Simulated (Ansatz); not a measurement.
`[Cl][Ga]([Cl])[Br]` + HCl → `[Cl][Ga]([Cl])[Cl]` + HBr  (ligand exchange at a Ga–Br bond)

Gas-phase electronic energies from Ansatz, PBE0-D4/def2-TZVP geometries. CBS: MP2 limit from def2 TZ/QZ plus the TZ coupled-cluster correction, frozen cores. This one scheme is used for every species. For Br, Ga outer-core shells are correlated without core-valence functions, which leaves a few kJ/mol of doubt a bond. Scalar relativity is left out up to krypton.

| species | CCSD(T)/def2-TZVPP energy (Eh) |
| --- | --- |
| `[Cl][Ga]([Cl])[Br]` | -5415.79858 |
| HCl | -460.33125 |
| `[Cl][Ga]([Cl])[Cl]` | -3302.81658 |
| HBr | -2573.30857 |

Q: Work out ΔE.

A: ΔE = (-3302.81658) + (-2573.30857) − (-5415.79858) − (-460.33125) = 0.00468 Eh = +12.3 kJ/mol. CCSD(T)/CBS gives +13.1 kJ/mol.

Q: What do rigid-rotor, harmonic-oscillator terms from PBE0-D4/def2-TZVP frequencies (298.15 K, 1 bar) make of the CCSD(T)/CBS value? (Estimate.)

A: Computed: ΔZPE = -1.0 kJ/mol, ΔH = +11.6 kJ/mol, ΔS = -9 J/(mol·K), ΔG = +14.2 kJ/mol.

Largest T1 diagnostic among the species: 0.011.

Leaving LDA and LC-ωPBE aside and taking each functional with its dispersion term where it has one, the values, not all of them listed here, spread over 5.3 kJ/mol, from B97M-V to BHLYP-D4. At CCSD(T), def2-SVP lies −7.6 kJ/mol from the extrapolated value and def2-TZVPP −0.8 kJ/mol.
